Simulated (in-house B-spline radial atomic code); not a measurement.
OEP/ALDAx excitations of Cl VIII (Cl7+)

Method: OEP/ALDAx. Computed with an all-electron radial atomic-structure program (B-spline basis): linear response of the closed shell [He] 2s2 2p6 with the adiabatic LDA exchange kernel on the exchange-only optimised effective potential; scalar-relativistic (spin-free one-electron X2C), finite nucleus, no spin-orbit coupling, no double excitations, S, P, D and F terms only. Only terms of natural parity with L up to 3 were computed.

Command:
```bash
python run_td.py task.json out
```
Settings (radii: box in bohr, nucleus in fm):
```
Z                        17
electrons                10
configuration            [He] 2s2 2p6
hamiltonian              x2c
method                   oep
box_radius               12.81
rms_radius               3.3654
intervals                103
```

Run time, properties included: 0.4 s on 1 thread of Intel(R) Xeon(R) Platinum 8488C (Sapphire Rapids), on a shared host.

The lowest states, in the order of their Tamm-Dancoff energies; the method's threshold (minus the highest occupied level) is 350.50 eV. Labels give the largest channel, * marks a mixed state, and oscillator strengths are full-response dipole values. Semilocal kernels can invert the small singlet-triplet splittings of Rydberg terms. Energies in eV:

```tsv
state	full response	Tamm-Dancoff	oscillator strength
2p → 3s 3P	208.81	208.82	-
2p → 3s 1P	?	?	?
2p → 3p 3S	?	?	-
2p → 3p 3D	224.54	224.56	-
2p → 3p 1D	225.89	225.90	-
2p → 3p 1S	234.55	235.19	-
2p → 3d 3P	243.73	243.75	-
2p → 3d 3F	244.40	244.42	-
2p → 3d 1F	245.56	245.56	-
2p → 3d 1P	249.85	250.05	1.83
```

Question: Where does 2p → 3p 3S lie?

Answer: At 222.69 eV in full response, 222.75 eV in Tamm-Dancoff.

Question: Where does 2p → 3s 1P lie?

Answer: At 210.49 eV in full response, 210.52 eV in Tamm-Dancoff, oscillator strength 0.215.

Question: How large is the singlet-triplet splitting of 2p → 3s (P terms) in Tamm-Dancoff?

Answer: 1.7 eV, from the unrounded values.

Question: What polarisabilities and dispersion coefficient does the method give?

Answer: Dipole 0.05123 bohr³, quadrupole 0.01761 bohr⁵, C6 0.02192 hartree·bohr⁶ for two such species.
